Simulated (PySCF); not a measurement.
**As (arsenic, neutral) across methods**

[Ar] 3d10 4s1 4p3 4d1, high-spin 6D determinant (an excited configuration). All numbers are calculated (PySCF 2.14, the spin-free X2C one-electron Hamiltonian (Gaussian nucleus), in aug-cc-pVTZ-DK (7s6p4d2f, 59 functions)).

| method | E (hartree) | mean ε 4s α (eV) | mean ε 4p α (eV) | mean ε 4d α (eV) | Σ⟨r²⟩ (bohr²) | ⟨S²⟩ |
| --- | --- | --- | --- | --- | --- | --- |
| PBE0 | -2259.883 | -21.422 | -10.464 | -0.005 | 52.95 | 8.751 |
| B3LYP | -2260.176 | -20.858 | -10.018 | 0.194 | 53.28 | 8.751 |
| TPSSh | -2260.092 | -20.275 | -9.730 | 0.331 | 53.06 | 8.751 |
| LDA | -2256.686 | -19.339 | -9.207 | 0.524 | 53.26 | 8.751 |
| UHF | -2258.53057 | -27.382 | -13.983 | -1.257 | 52.77 | 8.752 |
| HSE06 | -2259.879 | -20.984 | -10.038 | 0.350 | 53.07 | 8.751 |
| r2SCAN | -2260.140 | -20.176 | -9.615 | 0.522 | 52.99 | 8.752 |
| PBE | -2259.833 | -19.207 | -9.119 | 0.481 | 53.27 | 8.751 |
| TPSS | -2260.099 | -19.419 | -9.208 | 0.520 | 53.18 | 8.751 |

The outer electron is Rydberg-like, and this basis confines it to a smaller radius and binds it less than a complete one would.

The highest occupied level is positive at B3LYP, TPSSh, LDA, HSE06, r2SCAN, PBE, TPSS: only the finite basis holds that electron, which in a density functional comes from self-interaction.
